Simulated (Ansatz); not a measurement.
Compare A (`CBC[SiH2]O`) with its isomer B (`CB(C)O[SiH3]`).

Isolated molecules relaxed with PBE0-D4/def2-TZVP in Ansatz; ΔE leaves out vibrations. CCSD(T)/CBS is the MP2 limit (def2-TZVPP, def2-QZVPP) plus CCSD(T) − MP2 in def2-TZVPP, frozen cores. DFT in def2-TZVPP. One conformer a species, not always the lowest.

(1) Which is lower in electronic energy at CCSD(T)/CBS, and by how much? (Best estimate.)

(2) Give E(B) − E(A) in kJ/mol with MP2/def2-TZVPP, PBE0-D4, CCSD/def2-TZVPP, B2PLYP, ωB97M-V, CCSD(T)/def2-SVP, PBE-D4. (Best estimate.)

(3) Does the order hold for the free energy at 298.15 K (harmonic terms from PBE0-D4)? (An estimate is asked.)

Largest T1 diagnostic: 0.011.

## Answers

(1) Computed: B, by 120.6 kJ/mol.

(2) The calculation gave: MP2/def2-TZVPP -120.6, PBE0-D4 -117.5, CCSD/def2-TZVPP -124.6, B2PLYP -125.4, ωB97M-V -121.2, CCSD(T)/def2-SVP -148.0, PBE-D4 -116.1. None reverses the order clearly.

(3) Ansatz gave: Yes: G(B) − G(A) = -120.2 kJ/mol, for one conformer each. Modes under 60 cm⁻¹, often nearly free rotors, make the harmonic entropy too high.

From BLYP to BHLYP (50 % exact exchange), in def2-TZVPP and without D4, E(B) − E(A) moves by −4.6 kJ/mol. At CCSD(T), def2-SVP lies −27.4 kJ/mol from the extrapolated value and def2-TZVPP −3.0 kJ/mol.
